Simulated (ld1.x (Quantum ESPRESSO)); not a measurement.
Building the TM potential for beryllium (PBE, scalar-relativistic).

```
Element                 : Be (Z = 4)
Generator               : ld1.x (Quantum ESPRESSO) 7.5
Type                    : norm-conserving Troullier–Martins (Kleinman–Bylander form)
Functional              : PBE
Relativity              : scalar-relativistic
Frozen core             : [He]
Valence charge          : 2
Reference configuration : 2s1 2p1
Partial waves           : 2p (bound): rc 4.20 bohr; 2s (bound): rc 1.30 bohr
Local potential         : the s channel
Core correction         : a·sin(br)/r model core inside 0.90 bohr
```

(1) Estimate the cutoffs (Ry, on a coarse ladder) from which the occupation-weighted sum of valence levels, in a spherical-Bessel basis at the reference potential, stays within 10 and 1 mRy of its value at 400 Ry.

(2) Does the potential have ghost states?

(3) Which valence shell sets the plane-wave cutoff?

(4) Tests: 2s2 2p0; 2s1 2p0; 2s1.5 2p0; 2s0 2p2; 2s0 2p1. Which has the largest error in its energy relative to the reference configuration, and how large is it?

Results:

(1) 10 Ry and 40 Ry.

(2) No extra level below or beside the all-electron valence levels (p, s, d, f tested).

(3) 2s: its level needs 40 Ry to come within 1 mRy, against 8 Ry for 2p.

(4) 2s1 2p0, with +84 meV (all-electron minus pseudo) on +5.94 eV.
